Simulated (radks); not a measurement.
Problem. Excited configurations of Ga3+: one electron is placed in a higher orbital outside [Ar] 3d9. The ground configuration is [Ar] 3d10. All-electron calculation, Dirac Kohn-Sham, PBEsol, spin-unpolarised, spherical densities, point nucleus; open shells are shared between the two j in proportion to 2j + 1. Program: a radial shooting solver on a logarithmic mesh with Libxc functionals. Excitation = E - E(ground); binding = E(ion) - E, where the ion is the core of charge +4; n* = 4/sqrt(2 binding) in atomic units, and the quantum defect is n - n*. Eigenvalue and <r> are those of j = l + 1/2.

| outer orbital | excitation (eV) | binding (eV) | n* | quantum defect | eigenvalue (eV) | <r> (bohr) |
|---|---|---|---|---|---|---|
| 4s | 18.911 | 44.934 | 2.201 | 1.799 | -39.344 | 1.891 |
| 4p | 28.874 | 34.971 | 2.495 | 1.505 | -30.084 | 2.187 |
| 4d | 41.984 | 21.861 | 3.156 | 0.844 | -18.634 | 3.034 |
| 4f | 50.127 | 13.718 | 3.984 | 0.016 | -11.616 | 4.396 |
| 5s | 42.723 | 21.121 | 3.210 | 1.790 | -18.792 | 3.940 |
| 5p | 46.033 | 17.812 | 3.496 | 1.504 | -15.713 | 4.454 |
| 5d | 50.977 | 12.867 | 4.113 | 0.887 | -11.254 | 5.720 |
| 5f | 54.793 | 9.052 | 4.904 | 0.096 | -7.863 | 7.578 |
| 6d | 55.403 | 8.442 | 5.078 | 0.922 | -7.495 | 9.114 |
| 7p | 56.514 | 7.330 | 5.450 | 1.550 | -6.572 | 11.11 |

Estimate the row for 7f.

Solution. excitation (eV) 59.121; binding (eV) 4.724; n* 6.789; quantum defect 0.211; eigenvalue (eV) -4.216; <r> (bohr) 16.11. The Delta-SCF ionisation energy is 63.844 eV (NIST Atomic Spectra Database: 63.24 eV, measured). Self-interaction in the functional shifts the binding energies and quantum defects, so they are the method's values and not measured ones. Spin polarisation and multiplet splitting are left out, so open shells lie too high by an amount that depends on their filling. Sharing an open shell by 2j + 1 raises it above the true ground level by a part of the spin-orbit splitting, which enters the differences from NIST.

Beside tabulated values, note that spin-unpolarised runs miss the spin-polarisation part of the exchange energy of open shells.
